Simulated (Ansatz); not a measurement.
Basis-set extrapolation for C₂H₆B₂O (`BBC(C)=O`) (PBE0-D4/def2-TZVP geometry, frozen core, the Gaussian-basis code of Ansatz). Multiplicity 1, RHF reference.

|  | def2-TZVPP | def2-QZVPP |
| --- | --- | --- |
| HF | -203.481538 | -203.490961 |
| MP2 correlation | -0.750263 | -0.802275 |
| CCSD(T) correlation | -0.827864 | not run |

Energies in hartree. Use E(X) = E(∞) + A·exp(−7.88·√X) for Hartree–Fock and E(X) = E(∞) + B·X^(−2.97) for correlation, with X = 3 and 4, and add CCSD(T) minus MP2 of the smaller set to the MP2 limit.

**Question.** What is the CCSD(T) energy at the basis-set limit?

**Answer.** HF limit: -203.490961 + (-0.009423) × 0.13774 = -203.49226. MP2 limit: -0.802275 + (-0.052012) × 0.74074 = -0.84080. Higher-order term: -0.827864 − (-0.750263) = -0.07760. Total: -204.41066 hartree, 265.9 kJ/mol below CCSD(T)/def2-TZVPP.
